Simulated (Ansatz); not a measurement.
A made-up structure of AlNH2Te, singlet:

N1  (-0.503, -0.576, -0.603)
Al2  (0.489, 0.703, 0.119)
Te3  (0.660, -1.586, 0.963)
H4  (-1.490, -0.767, -0.489)
H5  (-0.549, -0.756, -1.606)
(Å)

It is relaxed with PBE-D4/def2-SVP and then PBE0-D4/def2-TZVP (Ansatz 0.2.0). Atoms count as bonded within 1.22 times the sum of their covalent radii (H–H: 0.88 Å). The end point is not checked to be a true minimum.

**Question.** Does its bonding change? (Judge from chemistry; the calculation decides.)

**Answer.** Computed: No: no bond forms or breaks.

Where it ends: The first stage lowers the energy by 0.92 eV in 6 steps. It ends as AlNH₂Te ([NH2]1[Al][Te]1):
N1  (-0.572, -0.601, -0.621)
Al2  (0.521, 0.926, 0.175)
Te3  (0.618, -1.663, 0.811)
H4  (-1.560, -0.704, -0.420)
H5  (-0.399, -0.940, -1.560)
(Å)

Labels in which every atom is bracketed show which atoms are joined, not bond orders.

For scale, one of the runs: PBE0-D4/def2-TZVP relaxation, 130 basis functions, launched by `ansatz run in.yaml --threads 2 --pin off --events-out ev --progress --plain --max-ram 4352MiB`. The run took about 17 s on 2 CPU threads of an Arm Neoverse V1 (shared host).
